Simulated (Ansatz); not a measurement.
A nudged elastic band was laid between two geometries of Cl2H2Sn + H4Si (10 atoms, charge 0, multiplicity 1).

All numbers below come from RKS PBE/def2-SVP (Ansatz).

```yaml
movable_images: 6
climbing_image: no
spring: 5.0 eV/Å²
optimiser: quadratic models (default)
start_path: through a guess of the saddle point
force_threshold: 0.05 eV/Å
iteration_limit: 60
end_points: relaxed
```

First end point:

```xyz
10
Properties=species:S:1:pos:R:3
Sn -0.206 0.714 -0.144
Cl -0.925 1.090 2.079
H 1.504 0.554 -0.120
H -0.913 1.929 -1.136
Cl -1.110 -1.365 -0.837
Si 1.325 -3.188 1.430
H 0.192 -4.144 1.185
H 1.965 -2.806 0.126
H 2.357 -3.850 2.304
H 0.815 -1.955 2.124
```

Last end point:

```xyz
10
Properties=species:S:1:pos:R:3
Sn 0.137 -0.467 -0.338
Cl 0.302 0.448 3.130
H 1.353 0.759 -0.383
H -1.399 0.161 0.128
Cl -0.157 -1.123 -2.628
Si 0.856 -2.693 0.777
H -0.322 -3.623 0.865
H 1.947 -3.330 -0.036
H 1.383 -2.465 2.175
H 0.903 -0.687 3.322
```

(1) Which bonds break or form, and what moves?

(2) Give the energies along the band, and the barrier.

(3) What is the geometry of the highest image?

## Answers

(1) Bonds broken: Sn1–Cl2, Si6–H10. Bonds formed: Sn1–Si6, Cl2–H10. Cl2H2Sn + H4Si becomes ClH + ClH5SiSn.

(2) It converged. The highest image is number 4 of 0 to 7, 142.9 kJ/mol above the first end and 92.4 kJ/mol above the last; the last end lies 50.4 kJ/mol above the first. No image climbed, so the highest image needn't sit at the top of the path. The orbitals stay closed-shell, which can raise the energy where a bond breaks towards radicals; this wasn't checked here.

| image | path coordinate (Å) | energy (kJ/mol) | Sn1–Cl2 (Å) | Si6–H10 (Å) | Sn1–Si6 (Å) |
| --- | --- | --- | --- | --- | --- |
| 0 | 0.00 | 0.0 | 2.37 | 1.50 | 4.48 |
| 1 | 0.91 | 4.6 | 2.37 | 1.50 | 4.13 |
| 2 | 1.81 | 32.6 | 2.40 | 1.50 | 3.66 |
| 3 | 2.72 | 109.2 | 2.53 | 1.58 | 3.12 |
| 4 | 3.62 | 142.9 | 2.95 | 2.15 | 2.76 |
| 5 | 4.53 | 78.6 | 3.40 | 2.53 | 2.61 |
| 6 | 5.44 | 55.0 | 3.59 | 2.85 | 2.59 |
| 7 | 6.34 | 50.4 | 3.59 | 3.24 | 2.59 |

(3) 
```xyz
10
Properties=species:S:1:pos:R:3
Sn 0.164 -0.241 -0.064
Cl 0.052 0.321 2.825
H 1.750 0.333 -0.455
H -1.028 1.022 -0.126
Cl -0.756 -1.759 -1.685
Si 0.967 -2.620 1.081
H -0.123 -3.644 0.979
H 1.965 -2.723 -0.034
H 1.725 -2.843 2.379
H 0.285 -0.866 2.112
```

Run time: 97 s on 4 threads of Arm Neoverse V2, with other jobs on the host, peak memory 0.17 GiB.
